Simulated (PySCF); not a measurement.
An excited-state job on `[SiH3][N]([Ga@@H-]([NH3+])[CH]=C)[SiH3]`.

Method: TDDFT CAM-B3LYP/def2-SVPD, vertical, gas phase, core orbitals frozen in the response (PySCF 2.14.0, density-fitted response routines). Geometry: PBE0-D3(BJ)/def2-SVP. A driver script takes a list of jobs; this job's settings line and coordinates (Å) are shown.

Input:
```
{"job": {"kind": "uv", "xc": "CAM-B3LYP", "basis": "def2-SVPD", "ip": true}, "charge": 0, "multiplicity": 1}
C      3.312536     0.084620     0.754662
C      1.987753     0.196478     0.919763
Ga     0.720628    -0.115800    -0.550584
N      0.067326     1.874202    -0.993287
N     -1.023723    -0.713445    -0.033049
Si    -2.032141    -1.365918    -1.277620
Si    -1.482560    -0.517896     1.621300
H      3.755015    -0.193679    -0.210371
H      4.028600     0.253157     1.569678
H      1.637044     0.465820     1.926773
H      1.192364    -0.616547    -1.966220
H      0.812333     2.521227    -1.250562
H     -0.404921     2.245322    -0.167784
H     -0.615698     1.851483    -1.751280
H     -2.134710    -0.406073    -2.435022
H     -1.522987    -2.652778    -1.851040
H     -3.421323    -1.598340    -0.767555
H     -2.934343    -0.829542     1.814738
H     -0.690990    -1.362357     2.572925
H     -1.268283     0.908100     2.064611
```

**Question.** Estimate the output.

**Answer.** 
```
coarse grid: 72976 points
cycle   1  E = -2696.7915878466  dE = -3.307e-01  |g| = 7.325e-01  |ddm| = 6.527e+00
cycle   2  E = -2696.7445127798  dE =  4.708e-02  |g| = 9.013e-01  |ddm| = 2.236e+00
cycle   3  E = -2696.8923680023  dE = -1.479e-01  |g| = 9.977e-02  |ddm| = 1.290e+00
cycle   4  E = -2696.8943551044  dE = -1.987e-03  |g| = 5.166e-02  |ddm| = 2.264e-01
cycle   5  E = -2696.8948470530  dE = -4.919e-04  |g| = 8.334e-03  |ddm| = 8.108e-02
cycle   6  E = -2696.8948593757  dE = -1.232e-05  |g| = 2.362e-03  |ddm| = 2.183e-02
cycle   7  E = -2696.8948607682  dE = -1.392e-06  |g| = 4.242e-04  |ddm| = 5.453e-03
final grid: 151384 points
cycle   8  E = -2696.8948741057  dE = -1.449e-07  |g| = 3.405e-04  |ddm| = 9.707e-03
cycle   9  E = -2696.8948741094  dE = -3.759e-09  |g| = 3.475e-04  |ddm| = 1.389e-03
cycle  10  E = -2696.8948741372  dE = -2.778e-08  |g| = 4.720e-05  |ddm| = 5.220e-04
cycle  11  E = -2696.8948741378  dE = -5.921e-10  |g| = 1.886e-05  |ddm| = 1.170e-04
converged SCF energy = -2696.8948741378

Static polarisability (au): isotropic 125.871, principal 107.695 123.619 146.298

Singlet excitations
state   eV       nm        f      main configurations
  1   5.8210    213.0   0.00150   H->L 0.76, H->L+2 0.14
  2   5.9575    208.1   0.00825   H-2->L+1 0.32, H->L+1 0.18, H-2->L 0.15
  3   6.1873    200.4   0.00851   H->L+1 0.47, H->L 0.13, H->L+2 0.12
  4   6.6684    185.9   0.02784   H->L+3 0.34, H->L+2 0.29, H->L+1 0.13
  5   6.8237    181.7   0.18194   H-1->L 0.66, H-2->L 0.20
  6   6.9217    179.1   0.00985   H-2->L 0.49, H-1->L 0.15, H-2->L+1 0.12
  7   7.1490    173.4   0.23386   H-1->L+1 0.46, H-2->L+1 0.15, H-1->L+2 0.09
  8   7.2231    171.6   0.04039   H->L+3 0.35, H->L+2 0.16, H->L+1 0.11
  9   7.2931    170.0   0.05239   H-3->L 0.73
 10   7.3454    168.8   0.02518   H->L+4 0.60, H->L+5 0.19

Triplet excitations (Tamm-Dancoff, eV): 4.2354 5.4310 5.6626 5.9425
Vertical ionisation energy (delta-SCF) = 8.6412 eV
```

The SCF starts on a coarse grid where the log names one; the energy can jump when the final grid takes over, and dE then counts from the start density on the new grid. H and L stand for HOMO and LUMO; the number after each pair is its weight.

**Question.** Give S1 in cm⁻¹ and kJ/mol.

**Answer.** 5.8210 eV × 8065.54 = 46950 cm⁻¹; × 96.485 = 561.6 kJ/mol.

**Question.** Which computed singlet has the largest oscillator strength, and what do all of them sum to?

**Answer.** State 7 at 7.15 eV (173 nm), f = 0.234; the 10 states sum to 0.590.

Main results: HOMO -8.20 eV, LUMO 0.17 eV; lowest singlet 5.82 eV; lowest triplet 4.24 eV (Tamm–Dancoff); mean polarisability 125.9 au.

 The CAM-B3LYP/def2-SVPD calculation is non-relativistic and has no spin–orbit coupling, an omission that weighs most on gallium.

Hardware: one thread, x86-64 server, no GPU, shared host. Cost: 9.8 min of wall time.

One conformer stands for the species.
Labels such as C1 count atoms from 1, the log's own numbers from 0.
